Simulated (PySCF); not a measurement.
Runs that did not reach their result, on `C#CC[Se]C=C` (driver script around PySCF, density fitting, GFN2-xTB geometry as the base; each input is a line of settings and coordinates in Å).

Command:
```bash
OMP_NUM_THREADS=1 python probes_run.py task.json out
```
Input:
```
{"job": {"kind": "j", "xc": "revPBE", "basis": "def2-SVP", "scf": {"guess": "random", "max_cycle": 3}}, "charge": 0, "multiplicity": 1}
C      2.042779    -1.309597     0.181592
C      1.611509    -0.213171    -0.035632
C      1.060270     1.091276    -0.269191
Se    -0.352871     1.570227     1.047677
C     -1.716969     0.341156     0.585296
C     -1.646088    -0.640638    -0.297145
H      2.435087    -2.267090     0.352877
H      1.824854     1.862932    -0.150505
H      0.606070     1.166832    -1.260663
H     -2.614912     0.536023     1.156331
H     -2.494035    -1.279728    -0.477791
H     -0.754495    -0.858907    -0.858871
```

Output:
```
start from random orthonormal orbitals
final grid: 101352 points
cycle   1  E = -2422.4459978093  dE = -1.360e+03  |g| = 6.405e+00  |ddm| = 7.749e+02
cycle   2  E = -2117.7600251533  dE =  3.047e+02  |g| = 1.807e+01  |ddm| = 6.681e+01
cycle   3  E = -2186.8734245606  dE = -6.911e+01  |g| = 1.427e+01  |ddm| = 4.939e+01
SCF not converged, last energy = -2186.8734245606
```

The run took 9.3 s of wall time on one thread of an Intel Xeon Platinum 8175M at 2.50 GHz, shared host with 96 logical CPUs at a one-minute load of 37, and the process peaked at 0.49 GiB of memory.

Q: What went wrong, and what mends it?

A: The cap of 3 cycles ended the SCF with an orbital gradient of 1.4e+01, before the energy threshold of 1e-09 Eh and the gradient threshold (its square root) were both met. Raise the cap, and go back to the default start guess. Its energy and orbitals aren't self-consistent and shouldn't be used.

Input:
```
{"job": {"kind": "j", "xc": "B3LPY", "basis": "6-31G-J", "scf": {"max_cycle": 82}}, "charge": 2, "multiplicity": 1}
(coordinates as above)
```

Output:
```
KeyError: 'Element se (Z=34) not found in basis 6-31G-J version 0'
```

Q: Diagnose the run.

A: The basis 6-31G-J in the Basis Set Exchange has no functions for selenium, so the input was refused before any integral. The charge was set to +2 in place of 0. Choose a basis that covers all elements. The run gave no result.

The values belong to the conformer `[CH:1]#[C:2][CH2:3][Se:4][CH:5]=[CH2:6]`: C2–C3–Se4–C5 -67°, C3–Se4–C5–C6 6°.
